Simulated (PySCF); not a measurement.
Species: C7H9 (doublet state).
Geometry (GFN2-xTB, Å), atoms numbered from 1 in this order:
```xyz
16
C7H9 angstrom
C     -0.4481    1.5256    0.1645
C      0.8905    1.4058    0.3559
C      1.7128    0.3016    0.0742
C      1.3410   -1.0120   -0.2583
C      0.1118   -1.5827   -0.1800
C     -1.1275   -0.8982    0.2832
C     -1.3362    0.4671   -0.3929
H     -0.9175    2.4687    0.4066
H      1.4105    2.2851    0.7194
H      2.7783    0.4878    0.1210
H      2.1576   -1.6573   -0.5624
H      0.0142   -2.6256   -0.4466
H     -1.0801   -0.7463    1.3672
H     -1.9905   -1.5350    0.0776
H     -1.1459    0.3537   -1.4660
H     -2.3785    0.7706   -0.2747
```

The geometry is computed with GFN2-xTB (gas phase). This method treats the open shell by occupation alone, without spin polarisation.

Masses are those of the commonest isotopes; rigid-rotor values at the optimised geometry. The values belong to one conformer with, in the numbering `[CH:1]1[CH:2]=[CH:3][CH:4]=[CH:5][CH2:6][CH2:7]1`, C7–C1–C2–C3 0°, C2–C3–C4–C5 -12°, C4–C5–C6–C7 49°, C5–C6–C7–C1 -76°.

What are A, B and C (MHz)?

Ia = 141.07, Ib = 143.61, Ic = 265.28 u·Å²; 505379 MHz·u·Å²/I gives A = 3582, B = 3519, C = 1905 MHz.

What kind of rotor is it?

A near-oblate asymmetric top; Ray's κ = 0.925.

What does the inertial defect say?

Not planar: Δ = Ic − Ia − Ib = -19.40 u·Å². For a rigid frame Δ = −2 Σ m c², so Σ m c² = 9.70 u·Å² lies off the ab plane: 4.94 from hydrogen and 4.76 from heavier atoms. The atom farthest from that plane is 1.47 Å away.

Give the other two planar moments, Paa and Pbb, and the rms extents of the mass along the axes.

Paa = Σ m a² = (Ib + Ic − Ia)/2 = 133.91 and Pbb = Σ m b² = (Ia + Ic − Ib)/2 = 131.37 u·Å². With the mass M = 93.07 u, the rms extents √(P/M) along a, b and c are 1.20, 1.19, 0.32 Å.

Estimate the classical rotational partition function at 100 K, 298.15 K and 500 K.

Point group C2, symmetry number σ = 2; q = (√π/σ)·√((kT/h)³/(ABC)), k/h = 20836.6 MHz/K: 17200 at 100 K, 88500 at 298.15 K, 192000 at 500 K.

For this open shell read J as N, the rotation without spin; fine and hyperfine splittings come on top. No frequency check. These are rigid-rotor constants of the computed structure; measured ground-state constants (B0) also hold zero-point vibration.
